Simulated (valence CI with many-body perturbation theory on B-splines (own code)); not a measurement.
**Basis-set convergence for Pt73+**

Calculated by relativistic CI+MBPT: three valence electrons over a frozen Dirac-Fock core [He], radial functions for each j: 9 s, 9 p, 8 d, 6 f, 3 g, 1 h, with the one-electron correlation potential Σ1, the two-electron term Σ2, the three-electron term Σ3, Breit, model QED; selected CI, second order for the rest, scaled by the run's own slope (own B-spline code, finite nucleus).

No measured spectrum was set against this ion. As an estimate, large intervals hold to a few tenths of a per cent, small ones and those within an open d or f shell to about a per cent.

The reference run has the lowest level (2s^2 2p1/2) J=1/2 and an ionisation energy of 21273.3 eV. Its largest variational space holds 8521 state functions.

Levels are named by their leading jj configuration (3d3/2^4 stands for four electrons in 3d with j = 3/2), which in mixed levels can hold well under half, so a name can repeat and another be missing. Letters in brackets count levels of one name in rising energy.

Changed runs:
A. basis 6 s, 6 p, 5 d, 3 f, 1 g
B. basis 5 s, 5 p, 4 d, 2 f

Excitation energies of the reference run in eV, and shifts in cm⁻¹:

```csv
Level,Reference,A,B
(2s 2p1/2^2) J=1/2,297.8,-181,-430
(2s^2 2p3/2) J=3/2,1863.8,+86,-26
(2s 2p1/2 2p3/2) J=3/2 [a],2074.4,-167,-760
(2s 2p1/2 2p3/2) J=5/2,2116.2,+168,-95
(2s 2p1/2 2p3/2) J=1/2,2195.1,+62,-127
(2s 2p1/2 2p3/2) J=3/2 [b],2197.0,+150,+129
(2p1/2^2 2p3/2) J=3/2,2504.6,-204,-524
(2s 2p3/2^2) J=5/2,3955.9,+53,-459
(2s 2p3/2^2) J=1/2,4073.7,-9.1,-188
(2s 2p3/2^2) J=3/2,4074.2,+154,+23
(2p1/2 2p3/2^2) J=3/2,4314.8,-134,-733
(2p1/2 2p3/2^2) J=5/2,4337.4,+112,-141
Ionisation energy (eV),21273.3,+0.011,-0.053
```
